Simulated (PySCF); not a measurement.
A small calculation by hand: dipole moment from atomic charges

Al(CF3)(Cl)2 (CAlCl2F3), SMILES F[C](F)(F)[Al]([Cl])[Cl]. Atoms are numbered in the order given.

```xyz
7

Al    -0.0789     0.1333     0.5422
C      0.1465    -0.3414    -1.3978
F     -0.7087     0.3046    -2.2021
F     -0.0215    -1.6552    -1.6189
F      1.3894    -0.0297    -1.8140
Cl    -1.1585     1.8252     1.0854
Cl     0.8181    -1.0759     1.9765
```
Charge 0, spin multiplicity 1.

The structure is a stationary point at PBE0-D3(BJ)/def2-SVP. The structure was generated by enumeration; whether it is a known compound was not checked.

Charges (e) from PBE/def2-TZVP (PySCF):

```json
[
 {"atom": "Al1", "Mulliken": "0.484", "IAO": "0.924"},
 {"atom": "C2", "Mulliken": "0.239", "IAO": "0.457"},
 {"atom": "F3", "Mulliken": "-0.124", "IAO": "-0.252"},
 {"atom": "F4", "Mulliken": "-0.127", "IAO": "-0.255"},
 {"atom": "F5", "Mulliken": "-0.133", "IAO": "-0.260"},
 {"atom": "Cl6", "Mulliken": "-0.168", "IAO": "-0.305"},
 {"atom": "Cl7", "Mulliken": "-0.170", "IAO": "-0.307"}
]
```

The dipole moment of the full density is 0.78 D.

**Question.** What dipole moment does each set of point charges give, and which comes closer to that of the density?

**Answer.** 
μ = Σ q r, and 1 e Å = 4.8032 D.
Mulliken: Σ q r = (-0.042, 0.036, 0.130) e Å, |μ| = 0.68 D.
IAO: Σ q r = (-0.081, 0.094, 0.364) e Å, |μ| = 1.85 D.
Mulliken comes closer in size. Point charges leave out the atoms' own dipoles (lone pairs, polarised bonds); fits to the potential absorb them, partitions of the density don't.
